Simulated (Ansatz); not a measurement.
Geometry optimisation, RHF/def2-SVP in Ansatz.

The input (input.yaml):

```yaml
crystal:
  periodic: [false, false, false]
  atoms:
    - { symbol: C, position_ang: [-0.2259, 1.119, -0.1284] }
    - { symbol: C, position_ang: [-0.168, -0.1643, -0.2705] }
    - { symbol: "N", position_ang: [0.7812, -0.9136, 0.3092] }
    - { symbol: I, position_ang: [-1.4495, -1.2176, -1.394] }
    - { symbol: H, position_ang: [-1.0653, 1.7174, -0.6417] }
    - { symbol: H, position_ang: [0.4405, 1.7474, 0.4434] }
    - { symbol: H, position_ang: [0.5372, -1.872, 0.474] }
    - { symbol: H, position_ang: [1.242, -0.4735, 1.1522] }
basis:
  gaussian: { orbitals: def2-SVP }
hamiltonian:
  xc: hf
relax:
  f_tol: 0.015
  max_steps: 40
```

Launched with:

```bash
$ ansatz run input.yaml --threads 1 --pin off --max-ram 2048MiB --backend cpu --events-out ev --progress --plain --runs-dir out
```

Problem. Where does it end, and by what steps?

Solution. The run converged. After 7 steps the energy has fallen by 0.468 eV; H8 moved furthest, 0.19 Å.

```json
{"step": "0", "energy less start (eV)": "0.0000", "largest force component (eV/Å)": "4.293", "accepted": "yes"}
{"step": "1", "energy less start (eV)": "-0.4210", "largest force component (eV/Å)": "1.130", "accepted": "yes"}
{"step": "2", "energy less start (eV)": "-0.4538", "largest force component (eV/Å)": "0.328", "accepted": "yes"}
{"step": "3", "energy less start (eV)": "-0.4623", "largest force component (eV/Å)": "0.186", "accepted": "yes"}
{"step": "4", "energy less start (eV)": "-0.4670", "largest force component (eV/Å)": "0.093", "accepted": "yes"}
{"step": "5", "energy less start (eV)": "-0.4682", "largest force component (eV/Å)": "0.066", "accepted": "yes"}
{"step": "6", "energy less start (eV)": "-0.4685", "largest force component (eV/Å)": "0.022", "accepted": "yes"}
{"step": "7", "energy less start (eV)": "-0.4685", "largest force component (eV/Å)": "0.008", "accepted": "yes"}
```

```xyz
8
Properties=species:S:1:pos:R:3
C -0.285 1.162 -0.127
C -0.168 -0.151 -0.245
N 0.808 -0.950 0.321
I -1.494 -1.226 -1.503
H -1.024 1.726 -0.673
H 0.389 1.706 0.527
H 0.499 -1.847 0.639
H 1.367 -0.478 1.006
```

Whether the end is a true minimum wasn't checked by a vibrational analysis.

The run took 21 s on 1 thread of Arm Neoverse V2, with other jobs on the host, peak memory 0.19 GiB.
